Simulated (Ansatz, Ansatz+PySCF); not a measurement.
```yaml
atoms:
  - { symbol: Li, position_ang: [0.0000, 0.0000, -1.4021] }
  - { symbol: Be, position_ang: [0.0000, 0.0000, 1.4021] }
```

Basis set: def2-SVP (spherical functions). All electrons are correlated. Correlation on ROHF uses semicanonical orbitals with singles. Charge 0, multiplicity 2.

Computed with Ansatz (development build ahead of 0.2.0); each method stands on the lowest determinant of its kind that the runs found.

Task: Give the atomization energy at this shape (free ground-state atoms in the same class of orbitals less the molecule, no zero-point energy) of doublet BeLi by UHF-CCSD(T), UHF-MP2, ROHF-MP2, ROHF, UHF.

Result:

```tsv
method	atomization energy
UHF-CCSD(T)	1.38 kcal/mol
UHF-MP2	4.06 kcal/mol
ROHF-MP2	0.61 kcal/mol
ROHF	-0.60 kcal/mol
UHF	3.72 kcal/mol
```

Caution for UHF-CCSD(T), UHF: a free atom is spin contaminated. Caution for UHF-CCSD(T), UHF-MP2, UHF: the unrestricted determinant is spin contaminated.
